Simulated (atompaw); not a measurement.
# Scattering properties, PAW (atompaw) potential for praseodymium (Pr)

Pr, PAW, made with atompaw 4.2.0.5 (LDA (PW92), scalar-relativistic). Core [Kr], reference 4d10 4f2.5 5s2 5p6 5d0.5 6s2 6p0. Waves: 5s (bound); 6s (bound); 5p (bound); 6p (bound, empty); 4d (bound); 5d (bound); 4f (bound); 4f channel at 2.75 Ry. Local part: troulliermartins scheme with l = 4 at 0 Ry, radius 2.25 bohr. Core correction: smooth core density matched at 1.85 bohr. Augmentation charge: sinc compensation charge, radius 2.80 bohr; PAW radius 2.85 bohr; waves and projectors: bloechl.

The phase is arctan(r·u′/u) with u = r·R(r), unwrapped; energies in Ry, scanned from -10 to 5 Ry. A pole is an energy at which the radial function vanishes at the test radius. The pseudo phase is shifted by a multiple of π to meet the all-electron one at the reference energy, and phase errors are pseudo minus all-electron; the curves can meet again beyond the range given. Levels narrower than the energy grid can be missing from the lists of poles.

| channel | radius (bohr) | reference energy (Ry) | poles, all-electron | poles, pseudo | unbroken range about the reference energy with phases within 0.05 rad | phase error 1 Ry above the reference energy (rad) |
| --- | --- | --- | --- | --- | --- | --- |
| s | 2.86 | -0.28 | -2.87, 3.34 | -2.87, 1.79, 4.55 | below 0.5 | -0.071 |
| p | 2.86 | -0.10 | -1.38, 4.68 | -1.38, 3.89 | below 1.4 | -0.006 |
| d | 2.86 | -0.19 | -8.34, 0.83 | -8.34, 0.91 | below 1.8 | +0.016 |
| f | 2.86 | -0.27 | -0.21, 3.64 | -0.20, 3.68 | below 1.2 | +0.018 |

Phases in the d channel:

```tsv
E (Ry)	all-electron	pseudo
-10.00	1.458	1.458
-9.52	1.455	1.456
-9.04	1.452	1.452
-8.56	1.449	1.449
-8.08	-1.696	-1.696
-7.60	-1.701	-1.700
-7.12	-1.705	-1.705
-6.64	-1.710	-1.710
-6.16	-1.716	-1.715
-5.68	-1.722	-1.722
-5.20	-1.730	-1.729
-4.72	-1.739	-1.738
-4.24	-1.749	-1.748
-3.76	-1.762	-1.760
-3.28	-1.778	-1.776
-2.80	-1.798	-1.796
-2.32	-1.827	-1.824
-1.84	-1.871	-1.867
-1.36	-1.947	-1.942
-0.88	-2.126	-2.119
-0.40	-2.891	-2.886
0.08	-4.308	-4.304
0.56	-4.633	-4.622
1.04	-4.757	-4.737
1.52	-4.841	-4.808
2.00	-4.927	-4.867
2.48	-5.051	-4.931
2.96	-5.314	-5.015
3.44	-6.155	-5.153
3.92	-7.199	-5.441
4.40	-7.532	-6.161
4.88	-7.664	-7.030
```
